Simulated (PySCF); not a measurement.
# Electron correlation in Se⁺ (selenium, charge +1)

Starting occupation: [Ar] 3d10 4s2 4p3, 4p1/2 with m_j = -1/2, +1/2, 4p3/2 with m_j = +3/2. All numbers are calculated (PySCF 2.14, X2C-1e with screened-nucleus spin-orbit coupling, Gaussian nucleus, in x2c-TZVPPall-2c with one added diffuse shell each of s, p, d type (7s8p5d1f, 63 functions)). Frozen: [Ar]; 15 electrons correlated; the 6 highest virtual spinors left out.

MP2 pair energies summed by pair of shells (mhartree):

```csv
pair,energy,share (%)
3d-3d,-93.69,46.6
4p-4s,-50.04,24.9
3d-4p,-17.15,8.5
4p-4p,-16.67,8.3
3d-4s,-14.40,7.2
4s-4s,-9.10,4.5
```

Total MP2 correlation energy: -201.07 mhartree.

```tsv
level	correlation energy (mhartree)
CCSD	-207.67
(T)	-5.34
CCSD(T)	-213.01
```

Diagnostics: T1 = 0.0055, largest double amplitude 0.047.

**Question.** Is a single reference adequate?

**Answer.** Yes: T1 lies below 0.03 and no double amplitude reaches 0.07.

The GHF reference relaxed away from the jj start to a determinant that is no pure jj level (⟨S²⟩ = 3.74, ⟨J²⟩ = 3.75); the energies belong to that determinant.

This basis was not built for core-valence correlation, so the inner-shell part is incomplete.
